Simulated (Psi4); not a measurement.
Noncovalent pair: germylsilane (SMILES [SiH3][GeH3]) (first 8 atoms) with CH4 (SMILES C); geometry from B3LYP-D3(BJ)/def2-TZVP, rigid monomers moved along the line of their centres of mass till Si1···C9 is 6.99 Å.
(charge 0, multiplicity 1):
```xyz
13

Si     0.66080     1.33791     0.64120
Ge    -0.36328    -0.80312     0.37042
H      0.10282     2.03573     1.82168
H      0.41365     2.16510    -0.56402
H      2.12382     1.18202     0.82137
H      0.11556    -1.79325     1.44608
H     -0.01901    -1.39425    -1.00953
H     -1.89586    -0.69020     0.47133
C      0.16616     0.22636     7.52636
H      0.11948    -0.31244     8.47176
H      0.28068     1.29209     7.71817
H      1.01611    -0.13267     6.94781
H     -0.75221     0.05538     6.96641
```

Calculation: SAPT0/aug-cc-pVDZ run with Psi4.

Q: Give the four SAPT terms and the total, and say what mostly holds the pair together.

A: electrostatics 0.00, exchange 0.00, induction 0.00, dispersion -0.05, total -0.05 kcal/mol; the largest attraction is dispersion.
